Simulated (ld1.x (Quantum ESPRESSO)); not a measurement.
# What one change does to a pseudopotential (Fe (Z = 26), PAW)

iron (Fe), PAW, made with ld1.x (Quantum ESPRESSO) 7.5 (PW91, scalar-relativistic). Core [Ar], reference 3d6 4s1.5 4p0 (charge +0.5). Waves: 4s (bound): rcut 2.15, rcutus 2.30 bohr; 4s channel at 1.35 Ry: rcut 2.15, rcutus 2.30 bohr; 4p (bound, empty): rcut 2.60, rcutus 3.15 bohr; 4p channel at 4.2 Ry: rcut 2.60, rcutus 3.15 bohr; 3d (bound): rcut 1.15, rcutus 1.35 bohr; 3d channel at 0.3 Ry: rcut 1.15, rcutus 1.35 bohr. Local part: all-electron potential smoothed inside 1.25 bohr (lloc = -1). Core correction: a·sin(br)/r model core inside 1.00 bohr. Augmentation charge: BESSEL, radius 1.15 bohr.

All-electron outer shells of the reference configuration (PW91, scalar-relativistic, ld1.x):

```
shell  level (eV)  outermost node (bohr)  outermost maximum (bohr)
   3p      -64.18                   0.30                      0.72
   3d      -11.63                      –                      0.71
   4s       -8.75                   1.00                      2.35
   4p       -4.23                   1.10                      3.02
```

Change: augmentation PSQ, inside the norm-conserving radii.

Cutoffs: the cutoffs (Ry, on a coarse ladder) from which the occupation-weighted sum of valence levels, in a spherical-Bessel basis at the reference potential, stays within 10 and 1 mRy of its value at 400 Ry; they do not see the model core or the augmentation charge, which bear on the density cutoff. Errors are all-electron minus pseudo energies relative to the spin-unpolarised reference configuration.

Task: Predict the effect on cutoff, ghosts and configuration errors.

Result: The potential gets neither clearly harder nor softer (60 Ry and 100 Ry → 60 Ry and 100 Ry); both files keep a bound ghost (s); of the 7 tests that both files solve, the error grows in 2 and shrinks in 0 by more than 15 % and 0.3 meV (median size 17.7 → 18.6 meV).

```tsv
quantity	base	changed
cutoff, loose	60 Ry	60 Ry
cutoff, tight	100 Ry	100 Ry
bound ghosts	s	s
error for 3d6 4s2 4p0, meV [ΔE -3.51 eV]	+0.3	0.0
error for 3d6 4s1 4p0, meV [ΔE 5.28 eV]	-0.3	-1.1
error for 3d6 4s0 4p0, meV [ΔE 21.53 eV]	+2.4	-8.2
error for 3d5 4s2 4p0, meV [ΔE 10.78 eV]	-169	-178
error for 3d4 4s0 4p0, meV [ΔE 109.07 eV]	-1664	-1628
error for 3d6.5 4s1.5 4p0, meV [ΔE -4.25 eV]	-18	-19
error for 3d7 4s1 4p0, meV [ΔE -4.32 eV]	-59	-64
s: phases at 3.40 bohr within 0.05 rad from the reference energy up to (Ry; the scan ends near 5)	to the end of the scan	to the end of the scan
p: phases at 3.40 bohr within 0.05 rad from the reference energy up to (Ry; the scan ends near 5)	2.1	2.1
d: phases at 3.40 bohr within 0.05 rad from the reference energy up to (Ry; the scan ends near 5)	to the end of the scan	to the end of the scan
lowest overlap eigenvalue by channel	s 0.30, p 0.24, d 0.99	s 0.30, p 0.24, d 0.99
```

 A true bound ghost makes a file unfit for plane-wave use even where its test errors are small: the radial tests pick states by their node count and pass the ghost by.
